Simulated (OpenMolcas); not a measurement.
# La: CASPT2 settings compared

| Quantity | Value |
| --- | --- |
| Program | OpenMolcas 26.06 |
| Basis | ANO-R3 [9s7p7d3f2g1h] |
| Scalar Hamiltonian | X2C, finite nucleus |
| Active space | 3 electrons in 6 orbitals (5d 6s) |
| State averaging | 2S+1 = 4 even, 20 roots; 2S+1 = 2 even, 65 roots (38 in the spin-orbit step) |
| Spin-orbit coupling | state interaction with AMFI integrals over the reference wave functions, term energies averaged over their components |

Methods on the same reference wave functions:
A. CASSCF
B. SS-CASPT2, IPEA 0.3 Eh, real shift 0.5 Eh (closed shells correlated: 4d 5s 5p)
C. SS-CASPT2, IPEA 0.1 Eh, sigma2 regulariser 0.25 Eh (closed shells correlated: 5s 5p)
D. MS-CASPT2, IPEA 0.1 Eh, sigma2 regulariser 0.25 Eh (closed shells correlated: 5s 5p)

Energies in cm-1 above 5d 6s2 2D 3/2, the measured ground level; measured values from NIST Handbook of Basic Atomic Spectroscopic Data.

| Level | A | B | C | D | Measured |
| --- | --- | --- | --- | --- | --- |
| 5d2 6s 4F 3/2 [71 %] | -723 | 1113 | 1183 | 1643 | 2668 |
| 5d2 6s 4F 5/2 | -251 | 1451 | 1524 | 1989 | 3010 |
| 5d 6s2 2D 3/2 [71 %] | 0.0 | 0.0 | 0.0 | 0.0 | 0.0 |
| 5d2 6s 4F 7/2 | 307 | 1840 | 1923 | 2460 | 3495 |
| 5d 6s2 2D 5/2 | 581 | 716 | 711 | 902 | 1053 |
| 5d2 6s 4F 9/2 | 920 | 2450 | 2540 | 3080 | 4122 |
| 5d2 6s 4P 1/2 | 5858 | 6360 | 5950 | 6490 | 7231 |
| 5d2 6s 4P 3/2 | 6054 | 6550 | 6100 | 6660 | 7491 |
| 5d2 6s 4P 5/2 [69 %] | 6374 | 6760 | 6280 | 6840 |  |
| 5d2 6s 2P 1/2 | 7990 | 8020 | 6950 | 7490 | 9044 |
| 5d2 6s 2F 5/2 | 8147 | 6940 | 5510 | 6030 |  |
| 5d2 6s 2F 7/2 | 8916 | 7730 | 6360 | 6880 | 8052 |
| 5d2 6s 2G 9/2 | 9633 | 9000 | 8120 | 8440 | 9920 |
| 5d2 6s 2G 7/2 | 9640 | 8950 | 8050 | 8450 | 9961 |
| 5d3 4F 3/2 [56 %] | 10238 | 10720 | 10110 | 10650 | 12431 |
| 5d2 6s 2D 5/2 [57 %] | 10591 | 8530 | 7310 | 8270 | 9184 |
| 5d3 4F 5/2 [58 %] | 10801 | 11050 | 10440 | 10980 | 12787 |
| 5d3 4F 7/2 | 11193 | 11510 | 10900 | 11430 | 13238 |
| 5d3 4F 9/2 | 11788 | 12080 | 11440 | 11960 | 13747 |

A puts 5d2 6s 4F 3/2 [71 %] lowest.

Deviations, from unrounded energies. A percentage is the sum of absolute deviations over the sum of measured energies, with the sign that they share, or ± where signs differ.

```json
{"Against measurement": "mean absolute deviation (cm-1)", "Levels": "16", "A": "1800", "B": "1200", "C": "1700", "D": "1200"}
{"Against measurement": "fine structure of the ground term (%)", "Levels": "1", "A": "-44.8", "B": "-32.0", "C": "-32.4", "D": "-14.3"}
{"Against measurement": "other configurations (%)", "Levels": "15", "A": "±22.1", "B": "-15.0", "C": "-21.7", "D": "-15.4"}
```

B, D lie about equally close to measurement and A furthest from it. The largest miss of B in the table is 5d3 4F 5/2 [58 %], by -1700 cm-1. The ranking rests on the paired levels alone, and a cruder setting can come out closer through cancelling errors.

Among B to D the level of the table that moves most is 5d2 6s 2F 5/2, by 1400 cm-1 (lowest in C, highest in B). Moves below CASPT2's spread within the term are not significant.

The mean deviations of B to D differ by less than CASPT2's widest spread within a term (880 cm-1), so their order carries little weight.

The lowest spin-free term lies below A's lowest term by 0.590 hartree in B, 0.273 hartree in C, 0.276 hartree in D.

CASPT2 does not keep the components of a term degenerate, so their means are used; among the terms shown or strongly mixed into the levels shown the widest spread is 880 cm-1 (5d2 6s 2F, D). Some high roots are left out of the spin-orbit mixing, which shifts the levels that they would mix with. Configurations are named by rounded mean occupations; where the s occupation lies near a half they are strongly mixed, a name can repeat and a true partner stay unpaired. A single d shell beside an s shell can misplace configurations of different d count against each other. The CASPT2 spread within a term exceeds the gap to the next term for 5d2 6s 2F and 5d2 6s 4P, so the order of their levels is uncertain, and so are names and mixing where such terms share a J (figures for C; the like holds for D). Without dynamic correlation excited terms often stand tens of per cent too high (terms of higher spin than the ground term too low), and those without a measured partner can miss by more than the paired ones (holds for A). Some levels mix across a computed gap that differs much from the measured one, so their mixing is not that of the real levels (holds for A; B; C). The lowest computed level is not the ground level that NIST lists (2D3/2) (holds for A). The lowest spin-free term belongs to 5d 6s2, not to the configuration of the lowest level (holds for A). Computed and measured levels are paired by configuration, term and J; levels that our copy of the source lacks, or whose pairing is in doubt (as where it misses far off the trend of its configuration), stay unpaired and out of the deviations. Levels of configurations outside the active space are missing. The table leaves out levels that lie high or whose names do not pair safely across all columns.

A share in square brackets marks a mixed level and gives the weight of the term that names it, the lowest over the columns.
